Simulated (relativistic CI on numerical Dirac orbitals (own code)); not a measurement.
**d7 in a ligand field**

Computed with a parametric ligand-field model of a d^n configuration (Racah B and C, spin-orbit zeta, crystal field), exact diagonalisation.

Field parameters in Wybourne normalisation: Oh B⁴₀ = 21Dq, B⁴₄ = √(5/14) B⁴₀. The field is a parameter set, without covalency, and values of 10Dq over about 45,000 cm⁻¹ lie beyond real compounds.

B = 980 cm⁻¹, C = 5070 cm⁻¹ (C/B = 5.17), Oh, no spin-orbit coupling. Tanabe-Sugano data, E/B above the lowest term (Δ = |10Dq|; b, c mark the second and third term of a kind):

```tsv
Δ/B	4T1	4T2	4A2	4T1(b)	2E	2T1	2T2	2T1(b)
1.0	0.00	0.81	1.81	15.62	19.85	20.10	19.91	24.73
3.0	0.00	2.49	5.49	16.97	19.11	20.69	20.51	25.11
5.0	0.00	4.22	9.22	18.44	17.60	20.86	20.91	25.45
7.0	0.00	6.00	13.00	20.00	15.86	20.87	21.16	25.73
9.0	0.00	7.82	16.82	21.63	14.04	20.83	21.30	25.96
11.0	0.00	9.66	20.66	23.32	12.17	20.77	21.38	26.15
13.0	0.00	11.53	24.53	25.06	10.27	20.70	21.43	26.31
15.0	0.00	13.42	28.42	26.83	8.36	20.63	21.46	26.44
17.0	0.00	15.32	32.32	28.64	6.43	20.57	21.47	26.55
19.0	0.00	17.23	36.23	30.46	4.50	20.51	21.47	26.64
21.0	0.00	19.16	40.16	32.31	2.56	20.46	21.47	26.72
23.0	0.00	21.09	44.09	34.18	0.61	20.41	21.46	26.79
25.0	1.34	24.37	49.37	37.40	0.00	21.71	22.80	28.19
27.0	3.30	28.27	55.27	41.25	0.00	23.62	24.75	30.20
29.0	5.26	32.19	61.19	45.11	0.00	25.55	26.70	32.20
31.0	7.22	36.10	67.10	48.98	0.00	27.48	28.66	34.20
33.0	9.19	40.03	73.03	52.87	0.00	29.41	30.61	36.20
35.0	11.16	43.96	78.96	56.76	0.00	31.35	32.57	38.20
37.0	13.13	47.90	84.90	60.67	0.00	33.30	34.53	40.20
39.0	15.10	51.84	90.84	64.58	0.00	35.24	36.50	42.20
41.0	17.08	55.79	96.79	68.50	0.00	37.19	38.47	44.19
43.0	19.05	59.73	102.73	72.42	0.00	39.15	40.43	46.19
45.0	21.03	63.69	108.69	76.35	0.00	41.11	42.40	48.19
47.0	23.01	67.64	114.64	80.28	0.00	43.07	44.38	50.18
```

The ground term changes from 4T1 to 2E between Δ/B = 23.0 and 25.0.
